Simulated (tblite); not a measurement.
C₆H₈NO (doublet state).
Atom-mapped SMILES: `[CH3:1][CH2:2][C:3]1[CH:4]=[C:5]1[NH:6][CH:7]=[O:8]` (hydrogens: H9, H10, H11 on C1; H12, H13 on C2; H14 on C4; H15 on N6; H16 on C7)

Geometry (GFN2-xTB, Å), atoms numbered from 1 in this order:
```xyz
16
C6H8NO angstrom
C     -2.5533    0.7991   -0.7332
C     -1.6412   -0.4164   -0.5880
C     -0.4125   -0.0939    0.1418
C      0.3514    0.7962    0.7646
C      0.8849   -0.5613    0.6513
N      2.0270   -1.0167    0.0171
C      3.2249   -0.3674    0.0406
O      3.4005    0.7602    0.4461
H     -2.0415    1.5932   -1.2711
H     -2.8388    1.1768    0.2454
H     -3.4546    0.5329   -1.2799
H     -2.1630   -1.2191   -0.0562
H     -1.3705   -0.8099   -1.5737
H      0.5375    1.7985    1.0609
H      2.0041   -1.9657   -0.3325
H      4.0375   -0.9978   -0.3640
```

All values are computed: GFN2-xTB (tblite) harmonic vibrations without scaling, gas phase. Against measured fundamentals such values can be off by several per cent, at times by over 20. One conformer, not necessarily the lowest. Open shells enter through the occupations alone, without spin polarisation, and single modes of such species can be off by tens of per cent.

Harmonic wavenumbers (cm⁻¹): 37.9, 53.0, 108.2, 169.1, 186.4, 215.1, 287.3, 350.9, 432.2, 516.0, 573.0, 675.7, 698.1, 795.1, 805.3, 850.5, 873.3, 926.1, 982.5, 1060.4, 1065.0, 1092.5, 1122.2, 1222.0, 1316.1, 1331.9, 1349.5, 1394.8, 1410.5, 1445.8, 1493.4, 1499.9, 1719.8, 1826.7, 2767.9, 2926.9, 2949.0, 3042.0, 3045.7, 3049.7, 3241.1, 3395.6.

A = 6251, B = 966.7, C = 894.0 MHz; mass 110.061 u (most abundant isotopes); point group C1, symmetry number 1; spin multiplicity 2.

**Question.** What is the zero-point energy?

**Answer.** Half the sum of the wavenumbers: 27152 cm⁻¹ = 77.63 kcal/mol.

**Question.** What is S at 273.15 K and 1 bar for an ideal gas of classical rigid rotors and harmonic oscillators?

**Answer.** Translation 39.59, rotation 28.22, vibration 24.61, spin (R ln 2) 1.38: S = 93.8 cal/(mol K).

**Question.** And Cp and H(273.15 K) − H(0)?

**Answer.** Cp = 31.57 cal/(mol K), of which vibrations give 23.62 (their classical limit is 42 R = 83.5); H(273.15 K) − H(0) = 5.57 kcal/mol without the zero-point energy, 3.40 from vibrations.

**Question.** What must be added to the electronic energy to get the Gibbs energy at 273.15 K and 1 bar?

**Answer.** ZPE + [H(273.15 K) − H(0)] − T·S = 77.63 + 5.57 − 25.62 = 57.58 kcal/mol.

**Question.** Which modes carry the vibrational entropy at 273.15 K?

**Answer.** 37.9 cm⁻¹: 5.19; 53.0 cm⁻¹: 4.53; 108.2 cm⁻¹: 3.13; 169.1 cm⁻¹: 2.28; 186.4 cm⁻¹: 2.10; 215.1 cm⁻¹: 1.84 cal/(mol K); the other 36 give 5.53 together.

**Question.** Blend soft modes into free rotors: weight 1/[1 + (100 cm⁻¹/ν̃)⁴] for the oscillator and the rest for a rotor with moment μB/(μ + B), μ = h/(8π²ν), B = 10⁻⁴⁴ kg m². What vibrational entropy results?

**Answer.** 21.96 cal/(mol K) in place of 24.61, which changes −T·S at 273.15 K by +0.72 kcal/mol.

Hindered rotation and anharmonicity are outside this model. Other conformers, if any are populated, would add a mixing term that is left out. The structure is chiral; the term R ln 2 for an equal mix with its mirror image is left out.
